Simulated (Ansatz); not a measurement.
The cluster Be2Te2. Charge 0, multiplicity 1. Geometry PBE0-D4/def2-TZVP; atoms count from 1.

| atom | x (Å) | y (Å) | z (Å) |
| --- | --- | --- | --- |
| Be1 | 0.3137 | -0.1094 | -0.7240 |
| Be2 | -0.6598 | 0.3611 | 2.3257 |
| Te3 | -1.6707 | 0.0192 | 0.4046 |
| Te4 | 2.0167 | -0.2708 | -2.0063 |

In the def2 sets Te takes a core potential; there is no spin–orbit coupling. The restricted singlet is unstable towards broken spin symmetry in Hartree–Fock (as tested in another run); at PBE0-D4/def2-TZVP this wasn't settled. The geometry of the singlet was relaxed on an unsound state (restricted singlet whose occupied levels cross empty ones at other levels, untested at these). Another isomer (singlet) lies 3.16 eV lower at PBE0-D4/def2-TZVP; other spin states weren't run for this one.

Estimate the Mulliken populations from the PBE0/def2-TZVP orbitals of Ansatz.


```csv
atom,charge (e)
Be1,-0.05
Be2,0.14
Te3,0.08
Te4,-0.16
```
Mulliken values and Mayer orders depend strongly on the basis.

And the Mayer bond orders between bonded heavy atoms (over 0.3)?

Be1–Te3 0.94 (2.29 Å); Be1–Te4 1.76 (2.14 Å); Be2–Te3 1.56 (2.20 Å). Values over 0.3 also appear between atoms too far apart for a bond (Be2–Te4 0.52 at 5.13 Å); they arise where an orbital or an unpaired electron spreads over both atoms.
